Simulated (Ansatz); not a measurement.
`[AlH2][Br]` + CH₃NH₂ → `C[NH][AlH2]` + HBr at 400 K and 1 bar (ligand exchange at the Al–Br bond).

Gas-phase electronic energies from Ansatz, PBE0-D4/def2-TZVP geometries. CBS: MP2 limit from def2 TZ/QZ plus the TZ coupled-cluster correction, frozen cores. For Br outer-core shells are correlated without core-valence functions, which leaves a few kJ/mol of doubt a bond. Scalar relativity is left out up to krypton.

```csv
species,CCSD(T)/CBS energy (Eh),H − E (kJ/mol),S (J/(mol·K))
`[AlH2][Br]`,-2816.58301,54.6,281.1
CH₃NH₂,-95.75281,185.4,256.0
`C[NH][AlH2]`,-338.38977,203.1,318.3
HBr,-2573.91920,27.6,207.2
```

H − E and S are ideal-gas, rigid-rotor, harmonic terms from PBE0-D4/def2-TZVP. 1 Eh = 2625.50 kJ/mol, R = 8.31446 J/(mol·K).

**Question.** By hand: ΔE, ΔH, ΔS and ΔG.

**Answer.** ΔE = (-338.38977) + (-2573.91920) − (-2816.58301) − (-95.75281) = 0.02685 Eh = 70.5 kJ/mol. Δ(H − E) = 203.1 + 27.6 − 54.6 − 185.4 = -9.3, so ΔH = 61.2 kJ/mol. ΔS = 318.3 + 207.2 − 281.1 − 256.0 = -11.6 J/(mol·K). ΔG = 61.2 − 400 × (-11.6)/1000 = 65.8 kJ/mol.

**Question.** By hand: the equilibrium constant, and the temperature at which ΔG would vanish if ΔH and ΔS stayed fixed.

**Answer.** log₁₀ K = −ΔG/(RT ln 10) = -8.6. ΔH and −TΔS have one sign here, so there is no such temperature.

The number of gas molecules stays the same, so ΔS is small and ΔH decides. A doubt of 5 kJ/mol in ΔE shifts log₁₀ K by 0.7 here. These are equilibria of isolated gas molecules and say nothing of rates. Largest T1 diagnostic: 0.012 (customary marks: 0.02 for closed shells, 0.045 for open ones).
